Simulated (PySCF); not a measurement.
# Electronic structure of Co (cobalt, neutral) at the HSE06 level

Configuration: [Ar] 3d6 4s2 4p1, one real determinant (an excited configuration). All numbers are calculated (PySCF 2.14, the spin-free X2C one-electron Hamiltonian (Gaussian nucleus), in aug-cc-pVTZ-DK (8s7p5d3f2g, 93 functions)).

```
Total energy                                                  : -1392.780 hartree
One-electron energy                                           : -1919.497 hartree
Hartree (Coulomb) energy                                      : 586.206 hartree
Exchange-correlation energy                                   : -59.489 hartree
⟨S²⟩                                                          : 8.7577
⟨L²⟩                                                          : 8.038
Sum of ⟨r⟩                                                    : 22.97 bohr
Sum of ⟨r²⟩                                                   : 44.44 bohr²
Traceless quadrupole moment −½Σ⟨3z² − r²⟩ along its main axis : -5.47 e·bohr²
Langevin diamagnetic susceptibility                           : -35.2 ×10⁻⁶ cm³/mol
```

| shell | electrons | mean orbital energy (eV) | spread (eV) | rms radius, mean of both spins (bohr) |
| --- | --- | --- | --- | --- |
| 1s α | 1 | -7641.3 | 0 | 0.0648 |
| 1s β | 1 | -7641.2 | 0 | 0.0648 |
| 2s α | 1 | -924.54 | 0 | 0.277 |
| 2s β | 1 | -921.96 | 0 | 0.277 |
| 2p α | 3 | -791.84 | 1.029 | 0.249 |
| 2p β | 3 | -789.62 | 0.369 | 0.249 |
| 3s α | 1 | -118.57 | 0 | 0.825 |
| 3s β | 1 | -112.32 | 0 | 0.825 |
| 3p α | 3 | -80.059 | 1.901 | 0.877 |
| 3p β | 3 | -73.386 | 0.187 | 0.877 |
| 3d α | 5 | -19.158 | 2.138 | 1.10 |
| 3d β | 1 | -14.968 | 0 | 1.10 |
| 4s α | 1 | -8.802 | 0 | 2.87 |
| 4s β | 1 | -7.211 | 0 | 2.87 |
| 4p α | 1 | -3.547 | 0 | 3.78 |

⟨L²⟩ = 8.04 against 12 for a pure F term, so this real determinant mixes terms.

Densities and radii are taken from the X2C orbitals without a picture-change correction, which distorts them close to the nucleus.
